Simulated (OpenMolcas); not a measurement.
**4f⁶ along the 60-electron sequence**

```
Program             : OpenMolcas
Method              : CASSCF
Basis               : ANO-RCC-VQZP
Scalar Hamiltonian  : DKH2, point nucleus
Spin-orbit coupling : state interaction with AMFI integrals over the reference wave functions, term energies averaged over their components
```

Active space for each ion: 6 electrons in 7 orbitals (4f).

Computed levels in cm-1 above ⁷F₀:

```csv
Level,Sm2+,Eu3+,Gd4+
⁷F₁,287,377,487
⁷F₂,815,1058,1349
⁷F₃,1525,1958,2464
⁷F₄,2364,3007,3744
⁷F₅,3294,4154,5124
⁷F₆,4283,5360,6555
⁵D₀(1),18825,20931,22616
⁵D₁(1),20108,22602,24746
⁵D₂(1),22143,25169,27902
weight of ⁷F in the lowest level (%),96,95,94
```

Measured, with the error of the calculation in %. Measured levels: Sm2+ from Martin, Zalubas and Hagan, Atomic Energy Levels: The Rare-Earth Elements, NSRDS-NBS 60 (1978).

```csv
Level,Sm2+
⁷F₁,293 (-2.0)
⁷F₂,814 (+0.2)
⁷F₃,1493 (+2.1)
⁷F₄,2278 (+3.8)
⁷F₅,3132 (+5.2)
⁷F₆,4027 (+6.4)
```

The fine-structure level ⁷F₆ changes by a factor of 1.53 from Sm2+ to Gd4+. Its fourth root runs 8.09, 8.56, 9.00, with steps per unit of Z of 0.47, 0.44; equal steps would mean a (Z - σ)^4 law with constant σ.

⁵D₀(1) changes by a factor of 1.2 over the same range, with steps per unit of Z of +2110, +1680 cm-1.

High states are left out of the spin-orbit mixing, which shifts the levels that they would mix with. Without dynamic correlation excited terms often stand tens of per cent too high (terms of higher spin than the ground term too low), and those without a measured partner can miss by more than the paired ones. Measured partners are found by configuration, term and J. A level has none where our copy of the source lacks it or the pairing is in doubt (some pairs that miss far off the trend of their configuration count as doubtful), and it then counts in no deviation. Only configurations of the active space appear.

A number in round brackets counts repeated terms of one configuration in the order of the reference energies.
